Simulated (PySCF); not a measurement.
**Which basis set comes closest?**

Molecule: `InChI=1S/C3H2F3N/c4-3(5,6)1-2-7/h1H2`.

Bonds (- single, = double, # triple, : aromatic): N1#C2 1.156 Å, C2-C3 1.454 Å, C3-C4 1.519 Å, C4-F5 1.329 Å, C4-F6 1.333 Å, C4-F7 1.330 Å. C3 carries H8, H9.

Geometry PBE0-D3(BJ)/def2-SVP throughout; GIAO in PySCF, gas phase, one conformer, non-relativistic; equivalent atoms averaged; functional PBE0.

Reference values (measured; G. Saielli, R. Bini, A. Bagno, Computational 19F NMR. 2. Organic compounds, RSC Adv. 2014, ESI (exp. from Berger-Braun-Kalinowski 1994 and Everett 1995)): δ(F5/F6/F7) = -66.8 ppm vs CFCl3. Computed shifts are taken against CFCl3, calculated as an isolated molecule at each level.

Q: How do the basis sets STO-3G, pcSseg-0, 6-31G, 6-31G*, cc-pVDZ, def2-SVP, pcSseg-1, aug-cc-pVDZ, 6-311+G(2d,p), def2-TZVP, cc-pVTZ, IGLO-III, pcSseg-2 perform against the reference? Times are CPU seconds on shared hosts with different chips, so compare them loosely.

A: 
| basis set | functions | F5/F6/F7 | abs. error F | core-s |
| --- | --- | --- | --- | --- |
| STO-3G | 37 | -87.0 | 20.2 | 2.1 |
| pcSseg-0 | 67 | -80.2 | 13.4 | 4.6 |
| 6-31G | 67 | -87.0 | 20.2 | 4.3 |
| 6-31G* | 102 | -76.6 | 9.8 | 6.6 |
| cc-pVDZ | 108 | -73.4 | 6.6 | 7.2 |
| def2-SVP | 108 | -62.6 | 4.2 | 6.2 |
| pcSseg-1 | 129 | -76.6 | 9.8 | 12 |
| aug-cc-pVDZ | 179 | -72.4 | 5.6 | 14 |
| 6-311+G(2d,p) | 201 | -77.9 | 11.1 | 17 |
| def2-TZVP | 229 | -73.6 | 6.8 | 20 |
| cc-pVTZ | 238 | -73.0 | 6.2 | 21 |
| IGLO-III | 265 | -75.7 | 8.9 | 22 |
| pcSseg-2 | 280 | -76.0 | 9.2 | 47 |

For ¹⁹F the closest is def2-SVP (4.2 ppm) and the furthest 6-31G (20.2 ppm). Where a smaller basis beats a larger one, errors probably cancel; the largest sets show where the functional converges. One molecule is a small sample, and vibrational and solvent effects are absent from the calculation.

A small basis that lands close on one nucleus may do so by chance; judge by the trend and by all nuclei.
